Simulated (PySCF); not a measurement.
1,4-dimethyl-1,4-dihydropyrazine radical cation, C6H10N2 (charge +1 and doublet state).
Cartesian coordinates in Å at the PBE0-D3(BJ)/def2-SVP level; atoms count from 1:
```
atom  x, y, z in Å
C1     2.8371    0.0896    0.1527
N2     1.3878    0.0386    0.0506
C3     0.6988    0.7575   -0.8926
C4    -0.6577    0.7098   -0.9619
N5    -1.3877   -0.0631   -0.0922
C6    -2.8412   -0.0685   -0.1207
C7    -0.6978   -0.7765    0.8575
C8     0.6570   -0.7293    0.9270
H9     3.2397    0.6726   -0.6831
H10    3.1371    0.5658    1.0983
H11    3.2536   -0.9269    0.1090
H12    1.2786    1.3664   -1.5858
H13   -1.2060    1.2804   -1.7110
H14   -3.2111   -1.0656    0.1503
H15   -3.2463    0.6737    0.5853
H16   -3.1876    0.1708   -1.1333
H17   -1.2795   -1.3841    1.5507
H18    1.2077   -1.2986    1.6759
```

The hyperfine couplings belong to this conformer and change with its torsions.

The species is 1,4-dimethyl-1,4-dihydropyrazine radical cation, `CN1C=CN(C)C=C1` [SMILES of the parent framework; charge +1 and doublet state].

Theory: UKS B3LYP, IGLO-III on C N, pcH-1 on H, non-relativistic, mean-field spin-orbit, GIAO (PySCF). The structure is a single PBE0-D3(BJ)/def2-SVP conformer in the gas phase; no vibrational or solvent corrections. No stability test was run, so a lower SCF solution isn't excluded.

(1) What is the g tensor, term by term?

(2) What effective moment and Curie constant follow for a powder?

(3) What are the electron Larmor frequencies g μB B/h along the three axes at 3350 mT?

(4) Average each term over the three axes. Which is largest in size?

(5) In a frozen sample, at which fields do the three g values resonate at 9.5, 34, 94 and 263 GHz (hyperfine left aside), and which band first spreads them over more than twice a line width of 0.5 mT?

Answers

(1) 
```tsv
Δg (ppm)	1	2	3
relativistic mass correction	-220	-220	-220
gauge correction	15	61	58
orbital Zeeman/spin–orbit	-26	1324	2012
total	-231	1166	1850
```

So g = 2.00209, 2.00349, 2.00417 and g_iso = 2.00325; the tensor is rhombic: the two nearest values differ by 33 % of g3 − g1. Axes: g3 points within 1° of the C3–C4 bond.

(2) With the mean of g² = 4.0130 and S(S+1) = 0.75: μ_eff = √(⟨g²⟩S(S+1)) = 1.735 μB and χT = 0.12505·⟨g²⟩·S(S+1) = 0.376 cm³ K/mol (cgs; spin-Hamiltonian part alone).

(3) 93.8727, 93.9382, 93.9703 GHz for g1, g2 and g3, a range of 97.6 MHz.

(4) The orbital-Zeeman/spin–orbit term 1104, the mass correction -220 and the gauge correction 45 ppm, for a total of 928 ppm. The orbital-Zeeman/spin–orbit term is the largest in size. The mass correction is the same along every axis, so the anisotropy comes from the other two: their spans along these axes are 47 (gauge) and 2038 ppm (orbital Zeeman/spin–orbit).

(5) 
| band | GHz | B(g3) mT | B(g2) mT | B(g1) mT | spread mT |
| --- | --- | --- | --- | --- | --- |
| X | 9.5 | 338.67 | 338.79 | 339.02 | 0.35 |
| Q | 34.0 | 1212.08 | 1212.50 | 1213.34 | 1.26 |
| W | 94.0 | 3351.06 | 3352.20 | 3354.54 | 3.48 |
| J | 263.0 | 9375.83 | 9379.03 | 9385.58 | 9.75 |

The spread grows in proportion to the frequency. Q band is the first where it exceeds 1.0 mT.

The largest Mulliken spin populations are on N2 (+0.32), N5 (+0.32), C4 (+0.11) and C8 (+0.10).

The HOMO–LUMO gaps are 3.59 eV among the α and 5.44 eV among the β orbitals.

On Arm Neoverse V1, one thread (shared host), this took 2.0 min of wall time.
